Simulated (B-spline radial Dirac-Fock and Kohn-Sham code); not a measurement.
# 3d3/2 emission of Lu⁵⁺

System: lutetium as Lu⁵⁺, [Xe] 4f12.

Calculated with a radial atomic solver, using a relativistic independent-particle model: LDA orbitals of the hole state, radiative multipoles to third order, Auger rates from the Coulomb interaction with a continuum orbital, Dirac-Fock energies.

```csv
line,multipole,energy (eV),rate (s⁻¹),share (%)
Mζ2,E1,1224.8,1.97e+12,5.19
M4-N3,E1,1279.5,2.45e+11,0.645
M4-O2,E1,1625.1,3.24e+11,0.854
M4-O3,E1,1633.6,4.04e+10,0.106
Mβ,E1,1639.2,3.54e+13,93.2
```

The listed lines hold 100.0 % of the radiative rate. The radiative width is 0.0250 eV in the length form and 0.0253 eV in the velocity form; the two differ because the transition energies are not eigenvalue differences of the potential that gave the orbitals.
